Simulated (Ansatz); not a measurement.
mer-FeF3(NH3)3 (FeN3F3H9): single points at one geometry.

```yaml
crystal:
  periodic: [false, false, false]
  atoms:
    - {symbol: F, position_ang: [-0.190999, -0.392364, 1.793975]}
    - {symbol: F, position_ang: [-0.097104, -0.393768, -1.768526]}
    - {symbol: F, position_ang: [2.193903, 0.113600, 0.078307]}
    - {symbol: Fe, position_ang: [0.311808, -0.090629, 0.025274]}
    - {symbol: N, position_ang: [-1.978424, 0.318344, -0.032851]}
    - {symbol: N, position_ang: [0.576116, 2.134217, -0.030147]}
    - {symbol: N, position_ang: [0.866105, -2.251534, 0.042244]}
    - {symbol: H, position_ang: [-2.233985, -0.197930, -0.883142]}
    - {symbol: H, position_ang: [-2.441109, 1.233941, -0.049558]}
    - {symbol: H, position_ang: [-2.272128, -0.187185, 0.811621]}
    - {symbol: H, position_ang: [0.314127, 2.602349, -0.905362]}
    - {symbol: H, position_ang: [1.602779, 2.031340, 0.007396]}
    - {symbol: H, position_ang: [0.258707, 2.698136, 0.766555]}
    - {symbol: H, position_ang: [0.628314, -2.770178, -0.809927]}
    - {symbol: H, position_ang: [0.580587, -2.763629, 0.883648]}
    - {symbol: H, position_ang: [1.881302, -2.084699, 0.070494]}
basis:
  gaussian: {orbitals: def2-SVP, initial_orbitals: start.molden}
magnetization: {spin_polarized: true, initial_magnetization: 5}
hamiltonian: {xc: pbe0, dispersion: d4}
scf: {omitted_lower_state_checks: [starts]}
output: {orbitals: {seedname: orbitals}}
```

The file start.molden holds the orbitals of an earlier run on this structure, at another level or in another basis.

```sh
$ ansatz run in.yaml --threads 4 --pin off --events-out ev --progress --plain --max-ram 4787MiB
```

Shortened log:

```
Functional definition: PBE0
1624 factors; integrals over basis functions are off by at most 1.2e-3 eV
mean field evaluation 1: about -47125.1114 eV, gradient 1.1e1 eV
mean field evaluation 2: about -47125.6520 eV, gradient 4.0e-1 eV
mean field evaluation 4: about -47126.0600 eV, gradient 3.7e-3 eV
mean field -47126.05997867 eV, -1731.8507610253 hartree, gradient 6.6e-5 eV, S^2 8.754973; 0 other end points of the search recorded, 0 dependent functions left out
reference -47126.06003702 eV, -1731.8507631698 hartree; 44, 39 occupied and 116, 121 virtual orbitals, 1624 factors
Total energy: -47126.33565091 eV, -1731.8608917935 hartree
Checks for a lower state left out: starts
```

Run time 2.8 s (4 threads of INTEL XEON PLATINUM 8581C on a shared host), peak host memory 0.67 GiB.

As the first input, with `gaussian: {orbitals: def2-TZVP, initial_orbitals: start.molden}`, `hamiltonian: {xc: {name: wB97X-V}}` (abridged; 13 s):

```
Functional definition: wB97X-V
the host lacks memory for fits, so the integrals are decomposed
mean field -47157.35650793 eV, -1733.0008872620 hartree, gradient 1.7e-5 eV, S^2 8.755657
Total energy: -47157.35650570 eV, -1733.0008871800 hartree
Checks for a lower state left out: starts
```

As the first input, with `gaussian: {orbitals: def2-TZVP, initial_orbitals: start.molden}`, `hamiltonian: {xc: pbe, dispersion: d4}`, `output: {forces: true, orbitals: {seedname: orbitals}}` (abridged; 3.8 s):

```
Functional definition: PBE
mean field -47146.08154082 eV, -1732.5865398634 hartree, gradient 1.8e-5 eV, S^2 8.754107
Total energy: -47146.40467204 eV, -1732.5984147165 hartree
Atom 0 force     0.032281     0.015759     0.199306 eV/Å
Atom 1 force     0.042585     0.009240    -0.199235 eV/Å
Atom 2 force     0.135148    -0.018493     0.006977 eV/Å
Atom 3 force    -0.112966    -0.014973    -0.003747 eV/Å
Atom 4 force    -0.279388    -0.025225    -0.005769 eV/Å
Atom 5 force     0.108055     0.248280    -0.014555 eV/Å
Atom 6 force     0.156428    -0.216340     0.004514 eV/Å
Atom 7 force    -0.001880     0.124188     0.212960 eV/Å
Atom 8 force     0.141986    -0.213433     0.006148 eV/Å
Atom 9 force     0.005899     0.123032    -0.215179 eV/Å
Atom 10 force     0.052667    -0.129779     0.205250 eV/Å
Atom 11 force    -0.229411     0.127075    -0.009254 eV/Å
Atom 12 force     0.065994    -0.159975    -0.183793 eV/Å
Atom 13 force     0.043138     0.120628     0.217535 eV/Å
Atom 14 force     0.056571     0.115818    -0.215266 eV/Å
Atom 15 force    -0.217106    -0.105802    -0.005892 eV/Å
Dipole moment:    -0.670354     0.230354    -0.038560 e Å
Checks for a lower state left out: starts
```

As the first input, with `gaussian: {orbitals: def2-TZVP, initial_orbitals: start.molden}`, `hamiltonian: {xc: {name: revPBE}, dispersion: d4}` (abridged; 3.4 s):

```
Functional definition: revPBE
mean field -47158.68470160 eV, -1733.0496974794 hartree, gradient 2.6e-5 eV, S^2 8.754167
Total energy: -47159.63702123 eV, -1733.0846945800 hartree
Checks for a lower state left out: starts
```

First input, but with `gaussian: {orbitals: def2-TZVP, initial_orbitals: start.molden}` (abridged; 8.5 s):

```
Functional definition: PBE0
mean field -47146.56099411 eV, -1732.6041594466 hartree, gradient 1.3e-5 eV, S^2 8.756366
Total energy: -47146.83664372 eV, -1732.6142893829 hartree
Checks for a lower state left out: starts
```

The first input with `hamiltonian: {xc: pbe, dispersion: d4}` (abridged; 2.1 s):

```
Functional definition: PBE
mean field -47125.24026780 eV, -1731.8206372065 hartree, gradient 1.4e-5 eV, S^2 8.752783
Total energy: -47125.56342867 eV, -1731.8325131494 hartree
Checks for a lower state left out: starts
```

First input, but with `gaussian: {orbitals: def2-TZVP, initial_orbitals: start.molden}`, `hamiltonian: {xc: pbe}`, `correlation: {method: rpa}` and without the key `output` (abridged; 10 s):

```
Functional definition: PBE
mean field -47146.08133182 eV, -1732.5865321826 hartree, gradient 2.3e-6 eV, S^2 8.754107
11 core orbitals not correlated: weight in the atoms' cores, before any rotation towards them, 1.000 or more for the frozen orbitals, at most 0.000 for the correlated occupied ones
Total energy: -47143.00116833 eV, -1732.4733382623 hartree
Checks for a lower state left out: starts
```

Geometry: PBE-D4/def2-SVP.

Correlated methods freeze 11 core orbitals; core or outer-core shells of Fe are correlated, in sets that lack core-valence functions. Another isomer (sextet) lies 0.06 eV lower at PBE0-D4/def2-SVP; other spin states weren't run for this one.
